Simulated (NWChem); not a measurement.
# diboron tetrafluoride (B$_{2}$F$_{4}$); SMILES FB(F)B(F)F

```xyz
6

F     -0.7934     0.7934     1.5528
B      0.0000     0.0000     0.8612
F      0.7934    -0.7934     1.5528
B      0.0000     0.0000    -0.8612
F      0.7934     0.7934    -1.5528
F     -0.7934    -0.7934    -1.5528
```
Atoms are numbered in this order, from 1.

Program: NWChem. Coordinates come from a PBE0/def2-SVP optimisation. B3LYP is NWChem's, with the RPA form of VWN correlation.

For level B3LYP/3-21G:

* **highest occupied level (eV)**: -9.31

How do the values read with level B3LYP/def2-SVP instead?


| Quantity | Result |
|---|---|
| highest occupied level (eV) | -9.58 |
